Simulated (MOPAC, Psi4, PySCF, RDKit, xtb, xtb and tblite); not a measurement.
Two geometries of SMILES CS[SiH2]CC, relaxed at GFN2-xTB with one dihedral held; other torsions can differ between them too.

Structure A

```
15

C      2.7168    -0.0130    -0.2954
C      1.4240     0.7511    -0.0293
Si    -0.1276    -0.3051    -0.2809
S     -0.0042    -1.9556     1.0863
C     -1.5888    -2.7678     0.7191
H      2.7920    -0.8719     0.3678
H      3.5832     0.6252    -0.1290
H      2.7497    -0.3699    -1.3225
H      1.4436     1.1400     0.9900
H      1.3692     1.6156    -0.6919
H     -1.3525     0.4339     0.0288
H     -0.2129    -0.8584    -1.6339
H     -1.6079    -3.0776    -0.3208
H     -2.4059    -2.0841     0.9257
H     -1.6559    -3.6351     1.3670
```

Structure B

```
15

C      2.7109     0.0055    -0.3313
C      1.4298     0.7577     0.0066
Si    -0.1205    -0.3029    -0.2449
S     -1.4488     0.1311     1.3834
C     -2.8544    -0.9180     0.9078
H      2.8252    -0.8683     0.3051
H      3.5817     0.6439    -0.1918
H      2.6973    -0.3290    -1.3665
H      1.4804     1.1026     1.0409
H      1.3667     1.6515    -0.6154
H     -0.8190    -0.0032    -1.4970
H      0.1567    -1.7402    -0.1921
H     -2.5356    -1.9542     0.8587
H     -3.2408    -0.5947    -0.0534
H     -3.6129    -0.7975     1.6737
```

### Question
Which is lower in energy at the level B3LYP-D3(BJ)/def2-TZVP // GFN2-xTB run with Psi4, and by how much?

### Answer
A is lower, by 5.34 kJ/mol (dihedral C1–C2–Si3–S4: 60° in A, 140° in B).

E(B) − E(A) in kJ/mol at the other levels, on the same two geometries: GFN2-xTB (xtb and tblite) 0.60; MMFF94 // GFN2-xTB (RDKit) 4.54; B3LYP/def2-TZVP // GFN2-xTB (Psi4) 3.78; PBE/def2-TZVP // GFN2-xTB (Psi4) 4.00; PBE-D3(BJ)/def2-TZVP // GFN2-xTB (Psi4) 4.89; UFF // GFN2-xTB (RDKit) 5.55; AM1, restricted, heats of formation // GFN2-xTB (MOPAC) -0.30; PM3, restricted, heats of formation // GFN2-xTB (MOPAC) -0.52; GFN1-xTB // GFN2-xTB (xtb) 3.72; restricted B3LYP/6-31G*, spherical d, density fitting // GFN2-xTB (PySCF) 3.46; restricted Hartree-Fock/LANL2DZ, with its core potentials past Ne // GFN2-xTB (PySCF) 4.15; restricted Hartree-Fock/STO-3G // GFN2-xTB (PySCF) 4.18; restricted MP2 (frozen core)/6-31G*, spherical d // GFN2-xTB (PySCF) 4.94.

MMFF94 has few fitted parameters for silicon.
